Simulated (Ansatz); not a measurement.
CH$_{5}$Si, doublet, geometry from GFN2-xTB; Ansatz (a program for electronic structure) with WB97X-V/def2-SVP.

Ansatz was given this input:
Ansatz 0.2 input:
```yaml
crystal:
  periodic: [false, false, false]
  atoms:
    - {symbol: C, position_ang: [-0.00961888, 0.08558394, -1.20792711]}
    - {symbol: Si, position_ang: [0.00693370, 0.02337297, 0.68442733]}
    - {symbol: H, position_ang: [-0.03432110, -0.91899655, -1.62856536]}
    - {symbol: H, position_ang: [-0.87992760, 0.61839322, -1.58117006]}
    - {symbol: H, position_ang: [0.87474746, 0.58217174, -1.59770913]}
    - {symbol: H, position_ang: [-1.21559465, -0.53605201, 1.24797082]}
    - {symbol: H, position_ang: [1.21573735, -0.58624162, 1.22505378]}
basis:
  gaussian:
    orbitals: def2-SVP
hamiltonian:
  xc: {name: wB97X-V}
magnetization: {spin_polarized: true, initial_magnetization: 1}
```

The log (banner, timings and long lists left out):

```
Functional definition: wB97X-V
572 factors; integrals over basis functions are off by at most 1.2e-3 eV
202 factors; integrals over basis functions are off by at most 9.1e-6 eV
mean field evaluation 1: about -8987.9623 eV, gradient 1.9e1 eV
mean field evaluation 2: about -8988.8532 eV, gradient 1.3e1 eV
mean field evaluation 4: about -8989.7013 eV, gradient 1.9e-1 eV
mean field evaluation 8: about -8989.7475 eV, gradient 1.6e-2 eV
mean field evaluation 16: about -8989.7475 eV, gradient 8.3e-5 eV
mean field -8989.74754965 eV, -330.3671289800 hartree, gradient 8.3e-5 eV, S^2 0.751337; 0 other end points of the search recorded, 0 dependent functions left out
reference -8989.74754869 eV, -330.3671289445 hartree; 13, 12 occupied and 44, 45 virtual orbitals, 572 factors
Total energy: -8989.74754869 eV, -330.3671289445 hartree
```
